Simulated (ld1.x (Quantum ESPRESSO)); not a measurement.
Zr: one change to a TM potential, before and after

zirconium (Zr), norm-conserving Troullier–Martins (Kleinman–Bylander form), made with ld1.x (Quantum ESPRESSO) 7.5 (BLYP, scalar-relativistic). Core [Ar] 3d10 4s2, reference 4p6 4d2 5s1.75 5p0 (charge +0.25). Waves: 5s (bound): rc 2.60 bohr; 4p (bound): rc 1.90 bohr; 4d (bound): rc 1.55 bohr. Local part: all-electron potential smoothed inside 2.10 bohr (lloc = -1). Core correction: Bessel-smoothed model core inside 1.50 bohr.

Change: all radii but the core radius scaled by about 0.85 (s 2.22, p 1.62, d 1.32 bohr); local potential all-electron potential smoothed inside 1.80 bohr (lloc = -1).

Cutoffs: the cutoffs (Ry, on a coarse ladder) from which the occupation-weighted sum of valence levels, in a spherical-Bessel basis at the reference potential, stays within 10 and 1 mRy of its value at 400 Ry; they do not see the model core or the augmentation charge, which bear on the density cutoff. Errors are all-electron minus pseudo energies relative to the spin-unpolarised reference configuration.

Problem. How do hardness, ghosts and transferability respond?

Solution. The potential gets harder (35 Ry and 45 Ry → 50 Ry and 80 Ry); both files keep a bound ghost (s); of the 7 tests that both files solve, the error grows in 0 and shrinks in 5 by more than 15 % and 0.3 meV (median size 12.8 → 7.7 meV). A smaller radius makes the pseudo-wave follow the all-electron one further in, where it bends more sharply, so more plane waves are needed. Less of the atom is replaced, so other configurations are described better.

```csv
quantity,base,changed
"cutoff, loose",35 Ry,50 Ry
"cutoff, tight",45 Ry,80 Ry
loose cutoff by channel (10 mRy a level),"s 8 Ry, p 18 Ry, d 30 Ry","s 15 Ry, p 30 Ry, d 35 Ry"
bound ghosts,s,s
"error for 4p6 4d2 5s2 5p0, meV [ΔE -1.24 eV]",0.0,+0.1
"error for 4p6 4d2 5s1 5p0, meV [ΔE 5.82 eV]",-2.2,-1.4
"error for 4p6 4d2 5s0 5p0, meV [ΔE 18.87 eV]",-13,-7.7
"error for 4p6 4d2 5s1.5 5p0, meV [ΔE 1.58 eV]",-0.4,-0.3
"error for 4p5 4d2 5s2 5p0, meV [ΔE 36.53 eV]",-150,-97
"error for 4p6 4d1 5s2 5p0, meV [ΔE 6.25 eV]",-25,-12
"error for 4p6 4d3 5s0 5p0, meV [ΔE 6.35 eV]",-52,-23
```

 A true bound ghost makes a file unfit for plane-wave use even where its test errors are small: the radial tests pick states by their node count and pass the ghost by.
